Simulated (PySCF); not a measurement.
Exercise with solution: oscillator strength and radiative lifetime

1-[(1R,2R)-2-fluorocyclopropyl]ethanone (C₅H₇FO), SMILES C([C@@H]1[C@@H](C1)F)(=O)C.

Geometry optimised at B3LYP-D3(BJ)/def2-SVP. One conformer was computed; it need not be the lowest.

TDA-LC-ωPBE/def2-SVPD (PySCF) puts the first singlet state with f over 0.02 at 7.68 eV (vertical), with the transition dipole (0.682, 0.186, 0.742) in atomic units.

Find the oscillator strength, the wavelength and the radiative lifetime that this transition would have in vacuum if emission retraced absorption.


|μ|² = 1.0503 au, so |μ| = 2.60 D. ΔE = 7.68/27.211 = 0.2822 hartree. f = (2/3) ΔE |μ|² = 0.198 (the program prints 0.198).
λ = 1239.84/7.68 = 161 nm; ν = 61943 cm⁻¹.
Einstein's coefficient A = 0.6670 ν² f s⁻¹ (ν in cm⁻¹) = 5.1e8 s⁻¹, so τ = 1/A = 2.0 ns. This state is S2; the lower singlet has f = 0.000. The figure is the radiative limit of this one transition; relaxation, internal conversion, crossing to triplets and a medium change what is measured.
